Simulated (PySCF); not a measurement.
# The electron affinity along the 4d series

All values are computed (PySCF 2.14, energy differences of UHF-based or UKS calculations, no spin-orbit coupling). Values in eV. The last column holds reference values (measured affinities from photodetachment; the arrow runs from anion to atom). Unmarked ones compare directly (S terms, centres of terms, or small fine structure); those marked * lie between the lowest fine-structure levels and include a spin-orbit shift.

```tsv
element	configurations	SCS-MP2 (valence and next inner shell)	CCSD (valence and next inner shell)	MP2 (valence)	CCSD(T) (valence)	PBE	r2SCAN	reference
Zr (aug-cc-pwCVDZ-PP with ECP28MDF, ECP)	[Kr] 4d3 5s2 → [Kr] 4d2 5s2	-0.390	0.170	-0.116	0.253	0.800	0.895	0.433 *
Nb (aug-cc-pwCVDZ-PP with ECP28MDF, ECP)	[Kr] 4d4 5s2 → [Kr] 4d4 5s1	0.389	0.637	0.264	0.760	0.642	0.458	0.917 *
Mo (aug-cc-pwCVDZ-PP with ECP28MDF, ECP)	[Kr] 4d5 5s2 → [Kr] 4d5 5s1	0.282	0.500	0.172	0.597	0.489	0.330	0.747
Tc (aug-cc-pwCVDZ-PP with ECP28MDF, ECP)	[Kr] 4d6 5s2 → [Kr] 4d5 5s2	-0.300	-0.097	-0.141	0.113	0.922	0.546	n/a
Rh (aug-cc-pwCVDZ-PP with ECP28MDF, ECP)	[Kr] 4d8 5s2 → [Kr] 4d8 5s1	0.847	0.924	0.747	1.009	1.152	1.039	1.143 *
Pd (aug-cc-pwCVDZ-PP with ECP28MDF, ECP)	[Kr] 4d10 5s1 → [Kr] 4d10	0.187	0.354	0.227	0.391	n/a	n/a	0.562
Ag (aug-cc-pwCVDZ-PP with ECP28MDF, ECP)	[Kr] 4d10 5s2 → [Kr] 4d10 5s1	1.073	1.109	1.024	1.176	1.396	1.273	1.304
```

Fill in the row of Ru (aug-cc-pwCVDZ-PP with ECP28MDF, ECP) ([Kr] 4d7 5s2 → [Kr] 4d7 5s1).

SCS-MP2 (valence and next inner shell) 0.686; CCSD (valence and next inner shell) 0.813; MP2 (valence) 0.572; CCSD(T) (valence) 0.904; PBE 0.995; r2SCAN 0.869; reference 1.046 * (eV).

The highest occupied level of the anion is positive for Zr⁻ at PBE, r2SCAN; Nb⁻ at PBE, r2SCAN; Mo⁻ at PBE, r2SCAN; Tc⁻ at PBE, r2SCAN; Ru⁻ at PBE, r2SCAN; Rh⁻ at PBE, r2SCAN; Pd⁻ at PBE, r2SCAN; Ag⁻ at PBE, r2SCAN, so there the basis helps to hold the electron.

"Valence" correlates the outer s and p shells and, in groups 3 to 12 and the f block, the outer d or f shell, open or full, or the next shell where the ion has no valence electron left; the wider scheme adds the next inner shell.
